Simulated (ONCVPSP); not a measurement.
**Cu, ONCV: configuration errors across variants**

copper, optimised norm-conserving Vanderbilt (ONCV), made with ONCVPSP 4.0.1 (PBE, scalar-relativistic). Core [Ne], reference 3s2 3p6 3d10 4p1. Waves: 3s: rc 1.10 bohr, ncon 4, nbas 8, qcut 10.4 1/bohr, 2 projectors, debl 1.4 Ha; 3p+4p: rc 1.30 bohr, ncon 4, nbas 9, qcut 8.9 1/bohr, 2 projectors; 3d: rc 1.05 bohr, ncon 4, nbas 9, qcut 17.7 1/bohr, 2 projectors, debl 0.5 Ha. Local part: polynomial inside 0.90 bohr (lpopt 5, dvloc0 1 Ha). Core correction: none.

In the s channel the program set the typed energies aside and used -4.293, 0.250 Ha.

All-electron excitation energies from the reference (eV): (1) 3s2 3p6 3d10 4s1 4p0 -4.138; (2) 3s2 3p6 3d10 4p0 4.012; (3) 3s2 3p6 3d9 4p0 25.344; (4) 3s1 3p6 3d10 4s1 4p0 118.096.

Errors AE − PS in meV (a dash: test not solved or not reliable):

| change | (1) | (2) | (3) | (4) | bound ghosts | GHOST(+) flags above zero |
| --- | --- | --- | --- | --- | --- | --- |
| base | -0.5 | +0.3 | -1.6 | -34 | none | p |
| p: qcut 6 | -0.4 | +0.2 | -4.1 | -33 | none | p |
| p: qcut 7.1 | -0.4 | +0.2 | -2.8 | -37 | none | none |
| p: qcut 8.7 | -0.4 | +0.3 | -1.8 | -37 | none | p |
| p: qcut 10.5 | -0.4 | +0.3 | -1.5 | -41 | none | none |
| p: qcut 12.8 | -0.5 | +0.3 | -1.3 | -41 | none | none |

Problem. Give the same row for: p: qcut 11.9.

Solution. -0.5, +0.3, -1.3, -40; bound ghosts: none; GHOST(+) flags above zero: none.
